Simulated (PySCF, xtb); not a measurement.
ZnFBr, SMILES [Br][Zn][F].

GFN2-xTB (xtb) at its own geometry gives an orbital gap of 3.21 eV and a dipole moment of 4.06 D.

Geometry: B3LYP-D3(BJ)/def2-TZVP.

Q: What does B3LYP/def2-TZVPD in PySCF give? (Estimate from the structure and the level; the computed values follow.)

A: gap 6.30 eV (levels -8.65 and -2.35 eV), dipole 0.99 D.
